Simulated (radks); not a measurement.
O+, configuration [He] 2s2 2p3 (the NIST ground configuration).

Method: scalar-relativistic Kohn-Sham, PW91, spin-polarised, spherical densities, point nucleus; open shells are filled with parallel spins first; computed with a radial shooting solver on a logarithmic mesh with Libxc functionals.

Energy parts (eV):
| part | energy |
|---|---|
| total | -2030.135 |
| kinetic | 2028.374 |
| electron-nucleus | -4709.422 |
| Hartree | 870.602 |
| exchange-correlation | -219.690 |

Orbitals (lengths in bohr, moments of r in powers of bohr):
orbital  occ.  eigenvalue (eV)     <r^4>     <r>
1s up       1        -533.8620  0.007654  0.1999
1s down     1        -531.6174  0.007502  0.1991
2s up       1         -41.6262     3.581   1.072
2s down     1         -35.7390     4.340   1.113
2p up       3         -26.4679     5.108   1.084
2p down     0         -20.6552     7.545   1.171

The highest occupied level is 2p up at -26.468 eV. Summed over all electrons, <r^2> = 7.464 bohr^2, which gives a Langevin (diamagnetic) susceptibility term of -5.91 x 10^-6 cm^3/mol.
